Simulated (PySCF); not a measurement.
A GIAO shielding run with PySCF 2.14 (density fitting, non-relativistic, gas phase) on `C#C[C@H]1CC=C1CF`, C7H7F:

```
{"job": {"kind": "nmr", "xc": "PBE0", "basis": "pcSseg-1"}, "charge": 0, "multiplicity": 1}
C      2.062944     0.068731     1.926820
C      1.492849     0.134733     0.876042
C      0.767866     0.195490    -0.367628
C      0.632016    -1.149446    -1.147897
C     -0.847994    -1.003592    -0.931061
C     -0.746366     0.135358    -0.248756
C     -1.687745     1.066845     0.421074
F     -1.624670     2.322728    -0.151460
H      2.581568     0.021013     2.837187
H      1.132966     1.027441    -0.974378
H      0.962730    -1.111793    -2.184492
H      1.090021    -2.001436    -0.648245
H     -1.673038    -1.623460    -1.231106
H     -2.723895     0.725978     0.324049
H     -1.423665     1.199399     1.477939
```

Hardware: 1 thread of an Arm Neoverse V1, shared host. The job also computes population analyses, field gradients, ring-centre shieldings.

**Question.** How large is the calculation?

**Answer.** 58 electrons, 171 basis functions and 880 auxiliary functions.

**Question.** How long does it take?

**Answer.** 26 s of wall time, with 14 SCF cycles and 5 response iterations. Times on a shared host scatter by some tens of per cent.
